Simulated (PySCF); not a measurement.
NMR problem set

PySCF 2.14.0 with density-fitted response routines calculation with geometry: GFN2-xTB and NMR shieldings at PBE0/pcSseg-1/GIAO; relativity neglected, equivalent nuclei averaged, gas phase, a single conformation.

References, each an isolated molecule treated in the same way: ¹H (σ = 31.72 ppm) and ¹³C (σ = 186.93 ppm) against TMS. Splittings of carbon signals by F and P are missing where no couplings were computed. Where no couplings were computed, multiplicities follow the n + 1 count of equivalent neighbours, and m marks all less simple cases (inequivalent or close neighbours, rings, F or P nearby). Shifts are as computed. Against solution values, carbons near 30 ppm lie about +3 ppm off and those near 130 ppm about +5 ppm. Of 1309 compounds with measured shifts, 239 miss one by over three times the rms of a fit or turn the order of signals round; such compounds aren't used in these exercises.

Q: C$_{8}$H$_{10}$Si$_{2}$. ¹H NMR (300 MHz, computed): δ 7.99 (d, 2H), 7.70 (m, 1H), 7.70 (m, 2H), 5.11 (s, 2H), 4.33 (s, 3H). ¹³C{¹H} NMR (computed): δ 140.8 (CH), 135.7 (CH), 134.6 (C), 133.3 (CH), 117.9 (C), 114.6 (C). Give a structure.

A: SMILES [SiH3]C#C[SiH2]c1ccccc1. Rings plus π bonds: 6 (1 ring in the answer). 6 carbon signals for 8 carbons: some carbons are equivalent by symmetry or fast rotation. Carbon types of the structure: 3 × C, 5 × CH, leaving 5 H on heteroatoms. δC 140.8, 135.7, 133.3: aromatic CH. δC 134.6: substituted aromatic carbon. δC 117.9, 114.6: alkyne carbon. δH 7.99, 7.70, 7.70: hydrogen on an aromatic CH; aromatic region.

This is the structure that produced the data.

Q: C$_{5}$H$_{6}$F$_{2}$. ¹H NMR (300 MHz, computed): δ 6.16 (m, 1H), 2.79 (m, 2H), 2.01 (s, 3H). ¹³C{¹H} NMR (computed): δ 123.3 (CH), 87.2 (C), 78.0 (C), 29.3 (CH2), 4.5 (CH3). Identify the compound.

A: `C(CC#CC)(F)F`. The formula gives 2 degrees of unsaturation (no ring in the answer). 5 carbon signals for 5 carbons: no two carbons are equivalent. Carbon types of the structure: 2 × C, 1 × CH, 1 × CH2, 1 × CH3, which accounts for all hydrogens. δC 123.3: sp3 CH bonded to 2 F; 2 electronegative neighbours deshield it. δC 87.2, 78.0: alkyne carbon; sp carbons lie upfield of alkene carbons because the cylindrical π system leaves one tensor component strongly shielded. δC 29.3: propargylic sp3 CH2; a saturated carbon with 2 carbon neighbours and no heteroatom attached. δC 4.5: propargylic methyl carbon; a saturated carbon with 1 carbon neighbour and no heteroatom attached.

The data come from this structure; uniqueness wasn't tested.
